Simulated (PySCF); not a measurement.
NICS in isomers of C3H5FN2Si.

NICS is the negative of the GIAO shielding at a point without a nucleus: at the ring centre (0) and 1 Å above and below it (1); zz is the component along the ring normal. Level: GIAO PBE0/pcSseg-1 (PySCF, non-relativistic, gas phase) on the GFN2-xTB geometries, one conformer each. Atom numbers follow the mapped SMILES.

Problem. Order these rings by mean NICS(1)zz, lowest (most negative) first (ppm).
A. ring C3–C4–N5–C6–N7 in `[F:1][SiH2:2][c:3]1[cH:4][nH:5][cH:6][n:7]1`
B. ring C2–N3–C4–C5–N6 in `[F:1][c:2]1[n:3][cH:4][cH:5][n:6]1[SiH3:7]`
C. ring N3–C4–C5–N6–C7 in `[F:1][SiH2:2][n:3]1[cH:4][cH:5][n:6][cH:7]1`
D. ring C2–C3–C4–N5–N7 in `[F:1][c:2]1[cH:3][cH:4][n:5]([SiH3:6])[n:7]1`

Solution. A (-32.2), C (-31.0), D (-28.1), B (-25.9).

```tsv
SMILES	ring	NICS(0)	NICS(1)	NICS(1)zz	HOMA	rms pucker (Å)	ring atoms with four or more neighbours
F[SiH2]c1c[nH]cn1	5-membered ring with 2 N; formal bonds all aromatic	-13.3	-11.7	-32.2	0.91	0.00	0
F[SiH2]n1ccnc1	5-membered ring with 2 N; formal bonds all aromatic	-12.8	-11.3	-31.0	0.84	0.00	0
Fc1ccn([SiH3])n1	5-membered ring with 2 N; formal bonds all aromatic	-13.7	-11.1	-28.1	0.91	0.00	0
Fc1nccn1[SiH3]	5-membered ring with 2 N; formal bonds all aromatic	-12.4	-9.8	-25.9	0.84	0.00	0
```

NICS(0) gives another order. The isotropic NICS(1) gives the same order. Over the 4 rings with a HOMA value its correlation coefficient with NICS(1)zz is -0.34. HOMA uses Krygowski's 1993 parameters. NICS(1) and NICS(1)zz are means over the two faces.
